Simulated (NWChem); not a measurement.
System meant: SnH2O, singlet; SMILES [OH][SnH]

Input file for NWChem:

```
start job
memory heap 200 mb stack 900 mb global 1100 mb
geometry units angstroms noautoz
  Sn     0.034367    -0.301562     0.000000
  H     -1.767612    -0.378862     0.000000
  O      0.095844     1.698792     0.000000
  H     -0.775516     2.111988     0.000000
end
basis spherical
  * library def2-svp
end
ecp
  Sn library def2-ecp
end
dft
  xc xpbe96 cpbe96
  iterations 4
  mulliken
end
task dft energy
```

End of the output:

```
    Atom       Charge   Shell Charges
 -----------   ------   -------------------------------------------------------
    1 Sn  22    21.68   1.19  0.79  1.05  0.70  3.01  2.83  1.12  0.79  9.43  0.76
    2 H    1     1.14   0.62  0.50  0.02
    3 O    8     8.25   1.97  0.92  0.64  2.66  2.04  0.01
    4 H    1     0.93   0.56  0.18  0.18

 center of mass
 --------------
 x =   0.04481046 y =  -0.09956541 z =   0.00000000

 moments of inertia (a.u.)
 ------------------
         218.559786600757          -0.000000000000           0.000000000000
          -0.000000000000          14.172337948328           0.000000000000
           0.000000000000           0.000000000000         232.732124549085

     Multipole analysis of the density
     ---------------------------------

     L   x y z        total         alpha         beta         nuclear
     -   - - -        -----         -----         ----         -------
     0   0 0 0     -0.000000    -16.000000    -16.000000     32.000000

     1   1 0 0     -0.358249      0.833931      0.833931     -2.026112
     1   0 1 0     -0.227051     -8.190458     -8.190458     16.153865
     1   0 0 1     -0.000000     -0.000000     -0.000000      0.000000

     2   2 0 0    -24.743742    -19.198897    -19.198897     13.654052
     2   1 1 0     -2.141648     -0.836924     -0.836924     -0.467799
     2   1 0 1     -0.000000     -0.000000     -0.000000      0.000000
     2   0 2 0    -23.399716    -64.589476    -64.589476    105.779235
     2   0 1 1     -0.000000     -0.000000     -0.000000      0.000000
     2   0 0 2    -21.199128    -10.599564    -10.599564      0.000000

 ------------------------------------------------------------------------
 dft energy failed                                                                                  0
 ------------------------------------------------------------------------
 ------------------------------------------------------------------------
  current input line :
    20: task dft energy
 ------------------------------------------------------------------------
 ------------------------------------------------------------------------
 This type of error is most commonly associated with calculations not reaching convergence criteria
 ------------------------------------------------------------------------
 For more information see the NWChem manual at https://nwchemgit.github.io

0:dft energy failed:Received an Error in Communication
```

Q: What is wrong, and how is it mended?

A: The run did not converge; its last values are not results. Cause: the SCF was allowed too few iterations. This input runs:
```
start job
memory heap 200 mb stack 900 mb global 1100 mb
geometry units angstroms noautoz
  Sn     0.034367    -0.301562     0.000000
  H     -1.767612    -0.378862     0.000000
  O      0.095844     1.698792     0.000000
  H     -0.775516     2.111988     0.000000
end
basis spherical
  * library def2-svp
end
ecp
  Sn library def2-ecp
end
dft
  xc xpbe96 cpbe96
  iterations 150
  mulliken
end
task dft energy
```
It converges to -290.57491 Ha (PBE/def2-SVP with def2 effective core potentials on Sn).
